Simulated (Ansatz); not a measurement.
Spin gap between two states, R1 and P1; the higher of the two is an excited state, each structure at its B3LYP-D3(BJ)/def2-TZVP stationary point, reached from a drawn start (curvature not checked).
R1, CH2 (SMILES [CH2]) (charge 0, multiplicity 3):
```xyz
3

C      0.000     0.000    -0.275
H      0.996     0.000     0.137
H     -0.996     0.000     0.137
```
P1, CH2 (SMILES [CH2]) (charge 0, multiplicity 1):
```xyz
3

C      0.0000     0.0000    -0.4669
H      0.8620     0.0000     0.2334
H     -0.8620     0.0000     0.2334
```

P less R. No zero-point or thermal terms; singlets are restricted closed shells; open shells are unrestricted.

Cores are frozen in the correlated methods.

The values were computed with Ansatz (Gaussian orbitals). Each number belongs to the level named beside it.

Total energies in hartree:

```csv
structure,PBE/def2-TZVPP,r2SCAN/def2-TZVPP,CCSD(T)/cc-pVQZ
R1,-39.105294,-39.146271,-39.087305
P1,-39.079802,-39.110986,-39.071909
```

Task: Work out the spin gap at each level in eV (1 hartree = 27.21139 eV), and say how far PBE/def2-TZVPP lies from CCSD(T)/cc-pVQZ.

Result: 
- PBE/def2-TZVPP: (-39.079802) − (-39.105294) = 0.025492 hartree = 0.694 eV
- r2SCAN/def2-TZVPP: (-39.110986) − (-39.146271) = 0.035285 hartree = 0.960 eV
- CCSD(T)/cc-pVQZ: (-39.071909) − (-39.087305) = 0.015396 hartree = 0.419 eV
PBE/def2-TZVPP less CCSD(T)/cc-pVQZ: 0.275 eV. CCSD(T)/cc-pVQZ is the level counted from, the highest shown, and no exact or measured value.

Ansatz is a program for electronic structure.
